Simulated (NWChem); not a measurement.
Species: CH₄BeS; SMILES [BeH][S]C

```xyz
7

Be    -0.6888    -1.6277     0.0003
H     -1.5742    -2.6352    -0.0003
S      0.5962    -0.2064     0.0000
C     -0.5122     1.2769     0.0004
H     -1.2148     1.2674    -0.8536
H      0.1489     2.1580    -0.1001
H     -1.0713     1.3618     0.9508
```
Atoms are numbered in this order, from 1.

All runs: NWChem. Pople sets run with spherical d functions. Geometry: optimised at PBE-D3(BJ)/def2-SVP. Ions are spin-unrestricted doublets at the neutral geometry; other ion states weren't tried. Functional: LC-ωPBE (HJS hole) with 6-31G*; rows give the range parameter ω in 1/bohr.

```tsv
range parameter (1/bohr)	vertical ionisation energy, ΔSCF (eV)	−ε(HOMO) (eV)	ΔSCF minus −ε(HOMO) (eV)
0.05	…	…	…
0.15	9.42	7.94	1.48
0.30	10.73	9.23	1.50
0.35	10.79	9.52	1.27
0.50	10.90	10.08	0.82
```

Problem. Complete the blanks.

Solution. 
- 0.05, vertical ionisation energy, ΔSCF (eV): 9.38
- 0.05, −ε(HOMO) (eV): 6.61
- 0.05, ΔSCF minus −ε(HOMO) (eV): 2.77
